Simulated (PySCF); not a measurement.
Job for PySCF: R-M06-2X/def2-TZVPP on F2HOSb (SMILES [OH][Sb]([F])[F]), a point of a torsion scan. Elements past Kr take the def2 small-core potentials; no spin–orbit coupling.

```python
from pyscf import gto, dft

mol = gto.M(
    atom='''
    O     1.00461630   -0.62642138    0.08636682
    Sb   -0.48285893    0.43914198    0.61553634
    F    -1.07487033   -1.04117213    1.74987357
    F    -1.55922714   -0.31378106   -0.85332941
    H     1.80212860   -0.15166461   -0.14090683
    ''',
    basis='def2-tzvpp',
    ecp={'Sb': 'def2-tzvpp'},
    charge=0, spin=0, verbose=4, max_memory=1800)
mf = dft.RKS(mol, xc='m062x').density_fit(auxbasis='def2-universal-jkfit')
mf.grids.level = 4
mf.conv_tol = 1e-9
mf.max_cycle = 150
mf.kernel()
mf.dip_moment()
```

Task: Predict the final total energy.

Result: -515.8015 hartree.
